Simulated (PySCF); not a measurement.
# Stretching AlPb

Set-up: Al def2-SVPD, Pb def2-SVPD with ECP60; scalar-relativistic core potentials (PySCF 2.14). Energies in eV from Al + Pb in their ground configurations at the same level. State: ⁴Σ⁻ (quartet), unpaired electrons σ ↑, π ↑↑.

All columns are PBE0. A positive dipole means Al(−)Pb(+).

```csv
R (Å),E (eV),μ (D),Mulliken charge on Al (basis-dependent),HOMO (eV),LUMO (eV),Mayer bond order,⟨S²⟩
2.341,-1.523,-0.01,-0.07,-5.23,-2.88,1.85,3.75
2.450,-1.861,-0.08,-0.04,-5.29,-2.76,1.77,3.75
2.559,-2.044,-0.18,-0.02,-5.33,-2.65,1.70,3.75
2.640,-2.107,-0.27,0.00,-5.26,-2.61,1.65,3.75
2.722,-2.123,-0.38,0.01,-5.16,-2.62,1.60,3.75
2.804,-2.105,-0.50,0.02,-5.07,-2.63,1.55,3.76
2.913,-2.041,-0.69,0.03,-4.96,-2.64,1.49,3.76
3.049,-1.920,-0.94,0.05,-4.84,-2.63,1.42,3.76
3.212,-1.741,-1.27,0.07,-4.71,-2.61,1.35,3.76
3.430,-1.481,-1.74,0.10,-4.56,-2.56,1.26,3.76
```

A fit through these points gives, at Re = 2.716 Å, μ = -0.37 D and dμ/dR = -1.39 D/Å; the reduced mass is 23.88 u.

Question: How strong is the fundamental in the double-harmonic approximation, I = 42.26·(dμ/dR)²/μred km/mol?

Answer: I = 42.26·(-1.39)²/23.88 = 3.42 km/mol at PBE0.

Spin–orbit coupling is left out, which matters for elements this heavy, above all for dissociation energies. The state was picked by a PBE0 search and need not be the measured ground state.
